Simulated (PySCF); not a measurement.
# Magnetic susceptibility: SMILES CCOC1=[CH][GeH2][CH2]1, C$_{5}$H$_{10}$GeO

Geometry:
```json
{"atom": "C1", "x (Å)": "-2.970", "y (Å)": "-0.310", "z (Å)": "0.026"}
{"atom": "C2", "x (Å)": "-1.570", "y (Å)": "0.187", "z (Å)": "-0.297"}
{"atom": "O3", "x (Å)": "-0.654", "y (Å)": "-0.584", "z (Å)": "0.459"}
{"atom": "C4", "x (Å)": "0.659", "y (Å)": "-0.319", "z (Å)": "0.336"}
{"atom": "C5", "x (Å)": "1.646", "y (Å)": "-0.965", "z (Å)": "0.986"}
{"atom": "Ge6", "x (Å)": "3.032", "y (Å)": "0.102", "z (Å)": "0.162"}
{"atom": "C7", "x (Å)": "1.273", "y (Å)": "0.744", "z (Å)": "-0.545"}
{"atom": "H8", "x (Å)": "-3.059", "y (Å)": "-1.362", "z (Å)": "-0.234"}
{"atom": "H9", "x (Å)": "-3.167", "y (Å)": "-0.200", "z (Å)": "1.089"}
{"atom": "H10", "x (Å)": "-3.704", "y (Å)": "0.261", "z (Å)": "-0.536"}
{"atom": "H11", "x (Å)": "-1.474", "y (Å)": "1.250", "z (Å)": "-0.036"}
{"atom": "H12", "x (Å)": "-1.364", "y (Å)": "0.074", "z (Å)": "-1.370"}
{"atom": "H13", "x (Å)": "1.521", "y (Å)": "-1.772", "z (Å)": "1.685"}
{"atom": "H14", "x (Å)": "3.829", "y (Å)": "1.082", "z (Å)": "0.988"}
{"atom": "H15", "x (Å)": "3.976", "y (Å)": "-0.521", "z (Å)": "-0.836"}
{"atom": "H16", "x (Å)": "0.956", "y (Å)": "1.753", "z (Å)": "-0.281"}
{"atom": "H17", "x (Å)": "1.064", "y (Å)": "0.593", "z (Å)": "-1.605"}
```

Computed with GIAO BHandHLYP/pcSseg-1 magnetisability, rotational g tensor and spin-rotation constants, non-relativistic, gas phase in PySCF. Geometry: GFN2-xTB.

The calculation is non-relativistic, which matters for the atoms heavier than Zn.

How diamagnetic is it, and how anisotropic?

Isotropic -1370 × 10⁻³⁰ J/T², or -82.5 × 10⁻⁶ cm³/mol; principal values -1409, -1363, -1338 × 10⁻³⁰ J/T², anisotropy 62 × 10⁻³⁰ J/T² (root of half the summed squared differences of the principal values). The susceptibility is in cgs units.

Split it along the inertial axes a, b, c into diamagnetic and paramagnetic parts about the centre of mass, with the quadrupole moment.


| axis | χ (10⁻⁶ cm³/mol) | diamagnetic (10⁻⁶ cm³/mol) | paramagnetic (10⁻⁶ cm³/mol) | summed x² of all electrons (Å²) | quadrupole Θ (D Å) |
| --- | --- | --- | --- | --- | --- |
| a | -80.8 | -284.8 | 204.0 | 391.8 | +5.02 |
| b | -84.7 | -1745.1 | 1660.4 | 47.6 | -1.39 |
| c | -82.1 | -1864.0 | 1781.9 | 19.6 | -3.63 |

Anisotropies 2χaa − χbb − χcc = +5.3 and 2χbb − χaa − χcc = -6.6 × 10⁻⁶ cm³/mol. Θ is traceless in Buckingham's convention.

And the rotational g tensor?


```tsv
axis	rotational constant (GHz)	g	nuclear part	electronic part
a	7.7956	-0.0690	0.6783	-0.7472
b	0.7111	-0.0037	0.5509	-0.5546
c	0.6649	-0.0039	0.5527	-0.5566
```
Asymmetric top; isotopes 12C, 74Ge, 1H, 16O; no vibrational averaging.
